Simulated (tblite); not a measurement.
Question: What does the GFN2-xTB structure of `CCO[Si](O)(O)/C=C\Cl` look like in three dimensions?

Answer: 
Z-matrix in Å and degrees, rows numbered from 1:
```
C 
C   1  1.5202
O   2  1.4047  1  109.09
Si  3  1.6170  2  128.94  1  -179.91
O   4  1.6253  3  110.97  2    63.88
O   4  1.6232  3  106.51  2  -178.71
C   4  1.8978  3  110.80  2   -55.61
C   7  1.3214  4  125.68  3   -55.86
Cl  8  1.7212  7  122.65  4    -2.23
H   1  1.0864  2  110.03  3  -178.98
H   1  1.0868  2  109.82  3   -58.72
H   1  1.0865  2  109.91  3    60.65
H   2  1.0972  1  110.42  3   120.00
H   2  1.0954  1  110.66  3  -120.29
H   5  0.9526  4  119.16  3   143.02
H   6  0.9534  4  118.65  3    46.03
H   7  1.0810  4  118.36  3   121.82
H   8  1.0807  7  125.06  4   177.97
```

Si4 (oxygen-bound silicon) is tetrahedral (angles from 106.5° to 112.9°). The 2 C–C bonds span 1.321 Å (C7=C8, drawn double) to 1.520 Å (C1–C2, drawn single), a spread of 0.199 Å. O5 (silanol oxygen) is bent (angle 119.2°).

Structure optimised with GFN2-xTB, isolated species.

Point group: C1 (no symmetry element, even within 0.4 Å). Its lowest GFN2-xTB frequency is 11 cm⁻¹, too small to tell a flat minimum from a shallow saddle. The numbers are those of one conformer (C1–C2–O3–Si4 180°, C2–O3–Si4–O5 64°, O3–Si4–O5–H 143°, O3–Si4–O6–H 46°, O3–Si4–C7–C8 -56°). 2 starts were optimised and ended at 0.00 and 0.22 kcal/mol (GFN2-xTB); the lowest of these is shown.

These are computed values.
